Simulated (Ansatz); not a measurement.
| atom | x (Å) | y (Å) | z (Å) |
| --- | --- | --- | --- |
| B | 0.0000 | 0.0000 | 0.0000 |
| N | 0.0000 | 0.0000 | 1.2740 |

Basis set: cc-pVDZ (spherical functions). Frozen core: 2 orbitals. Charge 0, multiplicity 1.

Computed with Ansatz (development build ahead of 0.2.0); the reference of a correlated method needn't be the lowest determinant of its kind. Restricted open shells among the atoms or ions are ROHF, correlated in semicanonical orbitals with singles.

The atomization energy at this shape (free ground-state atoms in the same class of orbitals less the molecule, no zero-point energy) of singlet BN:

```json
{"method": "RHF-CCSD", "atomization energy": "3.01 eV"}
```

Task: What does RHF-CCSD(T) give?

Result: 3.76 eV. Caution: in another basis set an unrestricted determinant lies well below; large amplitudes, a single reference is doubtful; the reference determinant was not shown to be the lowest.
